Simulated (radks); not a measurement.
Q: Pb+, configuration [Hg] 6p1 (the NIST ground configuration). All-electron calculation, scalar-relativistic Kohn-Sham, PBE, spin-unpolarised, spherical densities, point nucleus. Program: a radial shooting solver on a logarithmic mesh with Libxc functionals. Some entries of the table are withheld. Estimate them.

orbital  occ.  eigenvalue (eV)  <1/r> (bohr^-1)  <r> (bohr)
1s          2        -88146.36            101.5     0.01604
2s          2        -15772.05            23.81     0.06758
2p          6        -13526.95            20.91     0.06144
3s          2        -3791.978            8.824      0.1745
3p          6        -3148.391            7.979      0.1765
3d         10              (1)            7.488         (2)
4s          2        -864.5016            3.800      0.3842
4p          6        -653.6410              (3)      0.4100
4d         10        -409.7999            3.069      0.4310
5s          2        -151.8623            1.598      0.8535
4f         14        -140.5983            2.675      0.4539
5p          6         -93.5398            1.365      0.9771
5d         10         -28.8525            1.010       1.300
6s          2              (4)           0.5687       2.245
6p          1          -9.8566           0.4166       3.015
7s          0          -4.4472              (5)       5.839

A: 
(1) 3d eigenvalue (eV): -2492.781
(2) 3d <r> (bohr): 0.1599
(3) 4p <1/r> (bohr^-1): 3.414
(4) 6s eigenvalue (eV): -19.2280
(5) 7s <1/r> (bohr^-1): 0.2152
